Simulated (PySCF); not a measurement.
K(Cl) anion (ClK), SMILES [K][Cl] (connectivity only; charge and spin as stated), charge -1, multiplicity 2.

The structure is a stationary point at r2SCAN-D4/def2-TZVPD. The multiplicity is an assumed one; other spin states were not compared.

Two levels are set side by side: PBE/def2-TZVPD (PySCF) and M06-2X/def2-TZVPD (PySCF). Same geometry, gas phase. Differences are taken from unrounded values.

| quantity | M06-2X | PBE | PBE minus M06-2X |
|---|---|---|---|
| α-spin orbital gap (eV) | 2.45 | 0.98 | -1.47 |
| β-spin orbital gap (eV) | 6.63 | 3.35 | -3.28 |
| mean polarisability (bohr³) | 516.1 | 612.1 | 96.0 |

PBE's more diffuse valence density responds more strongly to a field. Differences between two approximate levels are no errors against the true value.

Rough cost on one machine, each run with all the roots and properties that it gave: M06-2X against PBE within a factor of 2.
